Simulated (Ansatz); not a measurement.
C$_{4}$H$_{3}$IS, SMILES `Ic1cccs1`, relaxed with RKS PBE0-D4/def2-TZVP in Ansatz from a PBE-D4/def2-SVP geometry. The force threshold is 0.005 eV/Å; the program also tests the step.

Charge 0, multiplicity 1. I takes the def2 core potential.

Start:

```xyz
9

I     3.082   -0.634   -1.103
C     1.102   -0.337   -0.497
C     0.636    0.577    0.430
C    -0.782    0.495    0.590
C    -1.363   -0.470   -0.209
S    -0.181   -1.296   -1.172
H     1.286    1.277    0.971
H    -1.358    1.131    1.277
H    -2.422   -0.744   -0.288
```

```csv
step,energy (eV),largest force (eV/Å),largest move (Å)
1,-23126.4391,0.966,0.000
2,-23126.5013,0.494,0.050
3,-23126.5089,0.129,0.016
4,-23126.5090,0.075,0.017
5,-23126.5098,0.006,0.010
6,-23126.5098,0.002,0.000
```

End:

```xyz
9

I     3.040   -0.622   -1.085
C     1.088   -0.335   -0.492
C     0.629    0.568    0.422
C    -0.776    0.489    0.583
C    -1.346   -0.465   -0.207
S    -0.178   -1.274   -1.153
H     1.270    1.257    0.955
H    -1.339    1.117    1.260
H    -2.388   -0.734   -0.283
```

Run time 35 s (4 threads of an Intel Xeon on a shared host); peak host memory 0.76 GiB.
